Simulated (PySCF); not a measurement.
BeFI, SMILES [F][Be][I]. Atoms are numbered in the order given.

```xyz
3

Be     0.0000     0.0000    -1.5592
F      0.0000     0.0000    -2.9421
I      0.0000     0.0000     0.6173
```
Charge 0, spin multiplicity 1.

Geometry: PBE-D3(BJ)/def2-TZVP. The def2 effective core potentials stand for the cores of I; spin–orbit coupling is left out.

Computed with HF/def2-TZVPD (PySCF).

Mulliken values depend strongly on the basis, most of all with diffuse functions as here. ESP charges are fitted to the potential on shells at 1.4 to 2.0 van der Waals radii. Atomic charges (e):

```json
[
 {"atom": "Be1", "Mulliken": "0.28", "ESP fit": "___"},
 {"atom": "F2", "Mulliken": "-0.16", "ESP fit": "___"},
 {"atom": "I3", "Mulliken": "-0.11", "ESP fit": "___"}
]
```

Task: Some entries are withheld; supply them. (The exact figures need the calculation; the answer reports its results.)

Result: 
- Be1, ESP fit: 0.67
- F2, ESP fit: -0.42
- I3, ESP fit: -0.25
